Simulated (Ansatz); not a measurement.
`[OH][Cd][O][SiH3]` → `[OH][Cd][OH]` + `[SiH2]`  (silylene loss)

Calculated with Ansatz (gas phase, PBE0-D4/def2-TZVP geometries, no zero-point term in ΔE). CCSD(T)/CBS is the MP2 limit (def2-TZVPP, def2-QZVPP) plus CCSD(T) − MP2 in def2-TZVPP, frozen cores. This one scheme is used for every species. DFT in def2-TZVPP. def2 core potentials past Kr. For Cd outer-core shells are correlated without core-valence functions, which leaves a few kJ/mol of doubt a bond. One conformer a species, not always the lowest.

`[OH][Cd][O][SiH3]`:

```xyz
8

O     3.180    0.010   -1.364
Cd    1.389    0.346   -0.662
O    -0.419    0.822   -0.100
Si   -1.664    0.007    0.550
H     3.751   -0.416   -0.720
H    -2.154   -1.081   -0.349
H    -1.295   -0.637    1.847
H    -2.788    0.949    0.799
```

`[OH][Cd][OH]`:

Cartesian coordinates in Å:
```
O -1.071 0.238 1.640
Cd -0.161 0.000 -0.076
O 0.589 -0.239 -1.868
H -0.708 -0.324 2.328
H 1.351 0.324 -2.024
```

`[SiH2]`:

Cartesian coordinates in Å:
```
Si 0.584 0.392 -0.110
H 0.271 -0.846 0.724
H -0.855 0.454 -0.613
```

```csv
level,ΔE (eV)
r2SCANh,3.74
HF/def2-SVP,3.56
CCSD/def2-TZVPP,3.51
CCSD(T)/def2-TZVPP,3.52
```

Question: What does CCSD(T)/CBS give? (Best estimate.)

Answer: Ansatz gave: +3.54 eV. The listed levels differ from it by 0.20, 0.02, -0.03, -0.02 eV.

Largest T1 diagnostic among the species: 0.017.

At CCSD(T), def2-SVP lies −0.09 eV from the extrapolated value and def2-TZVPP −0.02 eV. The D4 term adds +0.11 eV with B3LYP and +0.06 eV with PBE0; it sums over pairs of atoms, weighted by their polarisabilities, and B3LYP, whose exchange is more repulsive, gets the larger term.

B3LYP here is the variant with VWN-RPA as its local correlation; programs differ in this.
